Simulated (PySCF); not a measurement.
A structure optimised at B3LYP-D3(BJ)/def2-SVP, used in a PySCF frequency run:

```xyz
10

In     0.0877    -0.2049     1.0018
H     -1.4170    -0.0555     1.8141
H      1.7088    -0.6040     1.4016
O      0.1199     1.2531    -0.7257
C     -0.1475     0.3201    -1.5444
C     -0.2462     0.6122    -3.0171
O     -0.3048    -0.8676    -1.1222
H     -0.9923    -0.0434    -3.4851
H      0.7305     0.3974    -3.4806
H     -0.4868     1.6693    -3.1855
```

Write its SMILES and formula.

CC(=O)[O][InH2], C₂H₅InO₂

What are its rotational constants (standard atomic weights)?

10.732, 1.4887, 1.3547 GHz
